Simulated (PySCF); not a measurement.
C4H7P2Si (charge -1).
Atom-mapped SMILES: `[CH3:1][c:2]1[p:3][c:4]([SiH3:5])[cH:6][p-:7]1`

Structure used (PBE0-D3(BJ)/def2-SVP), in Å, numbered top down from 1:
```
atom  x, y, z in Å
C1     3.3192    0.1424    0.5712
C2     1.8610   -0.2317    0.5049
P3     0.6253    0.9830    0.3340
C4    -0.7348   -0.1485    0.3355
Si5   -2.4835    0.4069    0.1950
C6    -0.3865   -1.5002    0.4631
P7     1.3128   -1.8987    0.5991
H8     3.9124   -0.3466   -0.2227
H9     3.4608    1.2309    0.4601
H10    3.7826   -0.1494    1.5313
H11   -2.8274    1.1496   -1.0732
H12   -2.9577    1.3320    1.2895
H13   -3.4255   -0.7695    0.2341
H14   -1.1502   -2.2898    0.4765
```

Definitions: NICS(0) = −σiso at the ring centroid; NICS(1) = −σiso and NICS(1)zz = −σzz at ±1 Å along the ring normal z. Level: GIAO B97-2/pcSseg-1 (PySCF, non-relativistic, gas phase) on the PBE0-D3(BJ)/def2-SVP geometry, one conformer.

Ring bond lengths (Å): C2–P3 1.741, P3–C4 1.769, C4–C6 1.402, C6–P7 1.751, P7–C2 1.757.

What do the NICS probes read (ppm)?

```json
{"ring": "C2–P3–C4–C6–P7", "type": "5-membered ring with 2 P; formal bonds all aromatic", "NICS(0)": "-10.4", "NICS(1), two faces": "-10.8 / -10.9", "NICS(1)zz, two faces": "-27.1 / -27.2", "rms pucker (Å)": "0.00", "centre to ring atoms, mean (Å)": "1.43"}
```

What can be read from them?

- C2–P3–C4–C6–P7: mean NICS(1)zz -27.1 ppm, shielded.

And the bond-length index? HOMA takes Krygowski's 1993 parameters.

- C2–P3–C4–C6–P7: HOMA 0.68; the largest term is that of P3–C4, α(R − Ropt)² = 0.60.

List the ring angles.

- C2–P3–C4–C6–P7: C2 116.5°, P3 95.7°, C4 115.2°, C6 117.9°, P7 94.7°; sum 540.0° against 540° for a flat convex ring.

What are the shieldings of the ring atoms and their hydrogens in the same run (means over atoms taken as equivalent)?

```tsv
atoms	environment	σ isotropic (ppm)	principal values of the symmetric part, first atom (ppm)
C2	substituted aromatic carbon	-6.1	-176.9, 15.5, 143.1
P3	phosphorus bonded to 2 C	109.3	-60.8, 73.0, 315.8
C4	substituted aromatic carbon	55.5	-41.2, 53.5, 154.3
C6	aromatic CH carbon	22.0	-101.7, 47.3, 120.3
P7	phosphorus bonded to 2 C	134.2	-47.7, 96.7, 353.7
H14	aromatic hydrogen	23.24	21.2, 22.2, 26.3
```

How do the values depend on the level or the medium?

| level | NICS(0), C2–P3–C4–C6–P7 | mean NICS(1)zz, C2–P3–C4–C6–P7 |
| --- | --- | --- |
| B97-2/pcSseg-1, gas | -10.4 | -27.1 |
| PBE0/pcSseg-1, gas | -10.4 | -27.3 |
| PBE0/pcSseg-1, IEF-PCM benzene | -10.3 | -27.4 |
| PBE0/pcSseg-1, IEF-PCM chloroform | -10.2 | -27.4 |

The geometry is the same throughout; the continuum's cavity takes Bondi-type radii × 1.2.
